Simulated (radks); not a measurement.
Values are calculated unless marked as measured or tabulated.
All-electron atom: Sr2+ in [Ar] 3d10 4s2 4p5 7f1 (not the ground configuration). Code: a radial shooting solver on a logarithmic mesh with Libxc functionals. Model: Dirac Kohn-Sham, PBE, spin-unpolarised, spherical densities, finite nucleus; open shells fill j = l - 1/2 first; Fermi nuclear charge, rms radius 4.224 fm.

X-ray form factor f0, the Fourier transform of the density (f0(0) = 36):

sin(theta)/lambda (1/angstrom)  f0 (electrons)
0.05                                    34.683
0.1                                     33.491
0.15                                    31.807
0.2                                     29.834
0.25                                    27.803
0.3                                     25.874
0.4                                     22.555
0.5                                     19.910
0.6                                     17.679
0.8                                     13.852
1                                       10.805
1.25                                     8.244
1.5                                      6.779
2                                        5.324
